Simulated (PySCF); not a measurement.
## LiSn and its ions

UHF-CCSD(T); Li def2-SVP, Sn def2-SVP with ECP28; scalar-relativistic core potentials (PySCF 2.14). Neutral (UHF): quartet (σ ↑, π ↑↑), Re = 2.611 Å, ωe = 368 cm⁻¹, De = 1.37 eV.

LiSn⁺ (UHF): triplet (σ ↑, π ↑), Re = 3.064 Å, ωe = 207 cm⁻¹, De = 0.72 eV to Li⁺ + Sn. The energies at the minima are -220.88668 hartree for LiSn and -220.66969 for LiSn⁺.

Question: Work out the adiabatic ionisation energy, without and with harmonic zero-point energies (1 hartree = 27.2114 eV, 1 eV = 8065.5 cm⁻¹), and the change of the bond length.

Answer: At UHF-CCSD(T): 0.21699 hartree = 5.905 eV between the minima; the zero-point term (207.0 − 368.0)/2 cm⁻¹ = -0.010 eV makes it 5.895 eV. Re changes by +45.3 pm against the neutral. The electron leaves a π orbital, and the ion is left as a loose complex of an ion and an atom.

Correlated steps freeze 4 core orbitals. Correlated levels converge slowly with the basis: in double zeta they bind strong bonds too weakly, by up to about 1 eV, and carry superposition errors of some tenths. These are scalar-relativistic numbers at best; spin–orbit coupling would shift them, the dissociation energy most. For an ion De counts to the pair picked by the measured ionisation energies or electron affinities, which need not be the lowest pair at this level. States were picked by a PBE0 search and need not be the measured ground states.
